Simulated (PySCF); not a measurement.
Record of a relaxation.

CHFTe.
SMILES with atom numbers: `[F:1][CH:2]=[Te:3]` (hydrogens: H4 on C2)

Method: PySCF 2.14.0, PBE0-D3(BJ)/def2-SVP geometry optimisation, gas phase, def2 core potentials past Kr; density fitting, grid level 1; the optimiser is geomeTRIC in internal coordinates, started from a GFN2-xTB structure with every atom displaced at random (about 0.01 Å). The frame can shift and turn from step to step; on so coarse a grid that alone can change the energy by a few meV, and forces under 0.02 eV/Å are noise.

Step 0: E = -11055.2206 eV, largest atomic force 1.958 eV/Å
```
atom  x, y, z in Å  |  force x, y, z in eV/Å
F1     -1.025   -0.909    0.002    0.333   0.962  -0.007
C2     -0.136    0.086   -0.008    0.059  -1.957   0.011
Te3     1.783   -0.259   -0.013    0.287   0.081  -0.001
H4     -0.583    1.057   -0.014   -0.679   0.915  -0.003
```

Step 1: E = -11055.0568 eV, largest atomic force 1.913 eV/Å
```
atom  x, y, z in Å  |  force x, y, z in eV/Å
F1     -0.757   -0.279   -1.062   -0.936  -0.618  -0.603
C2     -0.194   -0.018    0.074    0.855   1.663  -0.406
Te3     1.610   -0.653    0.472    0.265  -0.402   0.523
H4     -0.620    0.924    0.482   -0.184  -0.643   0.486
```

Step 2: E = -11055.1623 eV, largest atomic force 1.584 eV/Å
```
atom  x, y, z in Å  |  force x, y, z in eV/Å
F1     -0.813   -0.266   -1.066   -0.238  -0.668  -0.314
C2     -0.161   -0.008    0.029    0.247   1.558  -0.145
Te3     1.625   -0.646    0.513    0.014  -0.367   0.108
H4     -0.612    0.896    0.490   -0.023  -0.522   0.350
```

Step 3: E = -11055.2420 eV, largest atomic force 0.587 eV/Å
```
atom  x, y, z in Å  |  force x, y, z in eV/Å
F1     -0.791   -0.307   -1.066   -0.298  -0.064  -0.005
C2     -0.146    0.050    0.013    0.349   0.432  -0.191
Te3     1.611   -0.670    0.498    0.009  -0.082   0.173
H4     -0.635    0.902    0.520   -0.060  -0.287   0.022
```

Step 4: E = -11055.2576 eV, largest atomic force 0.348 eV/Å
```
atom  x, y, z in Å  |  force x, y, z in eV/Å
F1     -0.795   -0.316   -1.060   -0.175   0.088   0.045
C2     -0.130    0.077   -0.002    0.234  -0.128  -0.223
Te3     1.607   -0.677    0.503    0.032   0.021   0.125
H4     -0.644    0.891    0.526   -0.091   0.019   0.052
```

Step 5: E = -11055.2620 eV, largest atomic force 0.221 eV/Å
```
atom  x, y, z in Å  |  force x, y, z in eV/Å
F1     -0.808   -0.311   -1.062    0.000   0.039   0.086
C2     -0.124    0.075   -0.010    0.088  -0.097  -0.178
Te3     1.611   -0.673    0.514   -0.030   0.012   0.030
H4     -0.640    0.884    0.524   -0.058   0.046   0.062
```

Step 6: E = -11055.2628 eV, largest atomic force 0.058 eV/Å
```
atom  x, y, z in Å  |  force x, y, z in eV/Å
F1     -0.811   -0.310   -1.060    0.003   0.000  -0.006
C2     -0.120    0.076   -0.016   -0.050   0.015  -0.024
Te3     1.610   -0.672    0.517    0.042  -0.017   0.019
H4     -0.640    0.881    0.525    0.006   0.003   0.011
```

Step 7: E = -11055.2628 eV, largest atomic force under 0.02 eV/Å
```
atom  x, y, z in Å  |  force x, y, z in eV/Å
F1     -0.812   -0.310   -1.061    0.011   0.004   0.003
C2     -0.120    0.076   -0.017   -0.003  -0.005   0.000
Te3     1.611   -0.672    0.518   -0.016   0.006  -0.003
H4     -0.640    0.881    0.525    0.007  -0.005   0.000
```

Task: Summarise the path.

Result: The energy falls by 0.0421 eV from step 0 to step 7; nine tenths of that is first reached at step 5. It rises by more than 0.2 meV at step 1. The largest force goes from 1.958 to under 0.02 eV/Å. Among the bonds C2–H4 changes most, from 1.069 to 1.101 Å; the atoms move by 0.024 Å rms after alignment.

The cost below is that of the whole optimisation. On one thread of an Arm Neoverse V2, shared host with 96 logical CPUs at a one-minute load of 59, this took 11 s and 0.28 GiB of memory at its peak.
